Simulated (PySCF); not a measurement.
Electron correlation in B(2+) (boron, charge +2)

[He] 2p1, 2P determinant (an excited configuration). Calculation: PySCF 2.14, in dyall-acv3z (15s9p4d2f, 76 functions); the non-relativistic Hamiltonian (point nucleus). Frozen: nothing; 3 electrons correlated; the 5 highest virtual orbitals of each spin left out.

```csv
level,correlation energy (mhartree)
CCSD,-45.97
(T),-0.02
CCSD(T),-45.99
```

Diagnostics: T1 = 0.0013, D1 = 0.0030, largest double amplitude 0.007.

Problem. Is a single reference adequate?

Solution. Yes: T1 lies below 0.03 and no double amplitude reaches 0.07.
